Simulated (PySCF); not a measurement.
Selenophene, C₄H₄Se.
SMILES: `c1cc[se]c1`

Method used: PBE0-D3(BJ)/def2-SVP geometry optimisation, gas phase in PySCF 2.14.0.

Masses are those of the commonest isotopes; rigid-rotor values at the optimised geometry. 

Question: What are A, B and C (GHz)?

Answer: Ia = 66.33, Ib = 148.84, Ic = 215.17 u·Å²; 505379 MHz·u·Å²/I gives 7620, 3395 and 2349 MHz, that is A = 7.6196, B = 3.3954, C = 2.3488 GHz.

Question: What kind of rotor is it?

Answer: An asymmetric top; Ray's κ = -0.603.

Question: Is it planar, by Δ = Ic − Ia − Ib?

Answer: Planar: Δ = Ic − Ia − Ib = 0.00 u·Å². For a rigid frame Δ = −2 Σ m c², so it vanishes when all atoms lie in the ab plane; here none is more than 0.01 Å from it.

Question: Give the coordinates in the principal-axis frame, origin at the centre of mass.

Answer: The sense of each axis is arbitrary; atoms in the order of the calculation.
```csv
atom,mass (u),a (Å),b (Å),c (Å)
C1,12.000,-1.797,0.714,0.000
C2,12.000,-1.797,-0.715,-0.001
C3,12.000,-0.555,-1.283,0.001
Se4,79.917,0.783,0.000,0.000
C5,12.000,-0.555,1.283,0.001
H6,1.008,-2.714,1.308,0.000
H7,1.008,-2.713,-1.308,-0.002
H8,1.008,-0.312,-2.346,0.002
H9,1.008,-0.313,2.346,0.001
```

Question: Which lines would a microwave search look for?

Answer: The dipole components are |μa| = 0.27 D, |μb| = 0.00 D, |μc| = 0.00 D; the symmetry axis of this C2v structure is a, so μb and μc vanish by symmetry and there are no b-type or c-type lines. Some lines, for components of 0.1 D or more:

```json
{"type": "a", "branch": "Q", "J(Ka,Kc)": "3(2,1) ← 3(2,2)", "MHz": "829", "lower level (cm⁻¹)": "1.783"}
{"type": "a", "branch": "Q", "J(Ka,Kc)": "1(1,0) ← 1(1,1)", "MHz": "1047", "lower level (cm⁻¹)": "0.333"}
{"type": "a", "branch": "Q", "J(Ka,Kc)": "4(2,2) ← 4(2,3)", "MHz": "2322", "lower level (cm⁻¹)": "2.545"}
{"type": "a", "branch": "Q", "J(Ka,Kc)": "2(1,1) ← 2(1,2)", "MHz": "3140", "lower level (cm⁻¹)": "0.681"}
{"type": "a", "branch": "R", "J(Ka,Kc)": "1(0,1) ← 0(0,0)", "MHz": "5744", "lower level (cm⁻¹)": "0.000"}
{"type": "a", "branch": "Q", "J(Ka,Kc)": "3(1,2) ← 3(1,3)", "MHz": "6262", "lower level (cm⁻¹)": "1.200"}
{"type": "a", "branch": "Q", "J(Ka,Kc)": "4(1,3) ← 4(1,4)", "MHz": "10344", "lower level (cm⁻¹)": "1.887"}
{"type": "a", "branch": "R", "J(Ka,Kc)": "2(1,2) ← 1(1,1)", "MHz": "10442", "lower level (cm⁻¹)": "0.333"}
{"type": "a", "branch": "R", "J(Ka,Kc)": "2(0,2) ← 1(0,1)", "MHz": "11317", "lower level (cm⁻¹)": "0.192"}
{"type": "a", "branch": "R", "J(Ka,Kc)": "2(1,1) ← 1(1,0)", "MHz": "12535", "lower level (cm⁻¹)": "0.367"}
{"type": "a", "branch": "R", "J(Ka,Kc)": "3(1,3) ← 2(1,2)", "MHz": "15563", "lower level (cm⁻¹)": "0.681"}
{"type": "a", "branch": "R", "J(Ka,Kc)": "3(0,3) ← 2(0,2)", "MHz": "16575", "lower level (cm⁻¹)": "0.569"}
{"type": "a", "branch": "R", "J(Ka,Kc)": "3(2,2) ← 2(2,1)", "MHz": "17233", "lower level (cm⁻¹)": "1.208"}
{"type": "a", "branch": "R", "J(Ka,Kc)": "3(2,1) ← 2(2,0)", "MHz": "17890", "lower level (cm⁻¹)": "1.214"}
{"type": "a", "branch": "R", "J(Ka,Kc)": "3(1,2) ← 2(1,1)", "MHz": "18685", "lower level (cm⁻¹)": "0.786"}
{"type": "a", "branch": "R", "J(Ka,Kc)": "4(1,4) ← 3(1,3)", "MHz": "20588", "lower level (cm⁻¹)": "1.200"}
{"type": "a", "branch": "R", "J(Ka,Kc)": "4(0,4) ← 3(0,3)", "MHz": "21482", "lower level (cm⁻¹)": "1.122"}
{"type": "a", "branch": "R", "J(Ka,Kc)": "4(2,3) ← 3(2,2)", "MHz": "22843", "lower level (cm⁻¹)": "1.783"}
{"type": "a", "branch": "R", "J(Ka,Kc)": "4(3,2) ← 3(3,1)", "MHz": "23273", "lower level (cm⁻¹)": "2.578"}
{"type": "a", "branch": "R", "J(Ka,Kc)": "4(3,1) ← 3(3,0)", "MHz": "23378", "lower level (cm⁻¹)": "2.579"}
{"type": "a", "branch": "R", "J(Ka,Kc)": "4(2,2) ← 3(2,1)", "MHz": "24336", "lower level (cm⁻¹)": "1.811"}
{"type": "a", "branch": "R", "J(Ka,Kc)": "4(1,3) ← 3(1,2)", "MHz": "24669", "lower level (cm⁻¹)": "1.409"}
```

Question: Estimate the classical rotational partition function at 25 K, 50 K and 200 K.

Answer: Point group C2v, symmetry number σ = 2; q = (√π/σ)·√((kT/h)³/(ABC)), k/h = 20836.6 MHz/K: 1350 at 25 K, 3820 at 50 K, 30600 at 200 K.

PBE0-D3(BJ)/def2-SVP frequencies: not computed here. No vibrational averaging or centrifugal distortion is included, and the geometry carries the error of its method.
